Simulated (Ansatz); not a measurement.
H2OSe (SMILES O[SeH]) moved off its minimum; all values from Ansatz (a quantum-chemistry and plane-wave program), cores frozen in correlated methods.
(charge 0, multiplicity 1)
```xyz
4

Se    -0.33381    -0.04241     0.16925
H     -1.16332    -0.44548    -0.62577
O      1.02803     0.12026    -1.02655
H      1.18456     1.00860    -1.36944
```

| level | largest force (eV/Å) | on atom | rms difference from CCSD(T)/aug-cc-pVTZ (eV/Å) | dipole (D) |
|---|---|---|---|---|
| HF/def2-TZVPP | 10.81 | Se1 | 0.646 | 1.66 |
| PBE/def2-TZVPP | 10.89 | Se1 | 0.201 | 1.44 |
| r2SCAN/def2-TZVPP | 10.66 | Se1 | 0.088 | 1.48 |
| B3LYP/def2-TZVPP | 10.68 | Se1 | 0.085 | 1.50 |
| wB97M-V/def2-TZVPP | 10.62 | Se1 | 0.161 | 1.53 |
| MP2/aug-cc-pVTZ | 10.78 | Se1 | 0.068 | 1.42 |
| CCSD(T)/aug-cc-pVTZ | 10.85 | Se1 | 0.000 | 1.41 |

The differences count from one level among others, with limits of its own. Forces at CCSD(T)/aug-cc-pVTZ (eV/Å):

```json
[
 {"atom": "Se1", "Fx": "7.413", "Fy": "3.901", "Fz": "6.899"},
 {"atom": "H2", "Fx": "-7.174", "Fy": "-3.487", "Fz": "-7.082"},
 {"atom": "O3", "Fx": "0.329", "Fy": "-0.537", "Fz": "-0.200"},
 {"atom": "H4", "Fx": "-0.568", "Fy": "0.123", "Fz": "0.383"}
]
```
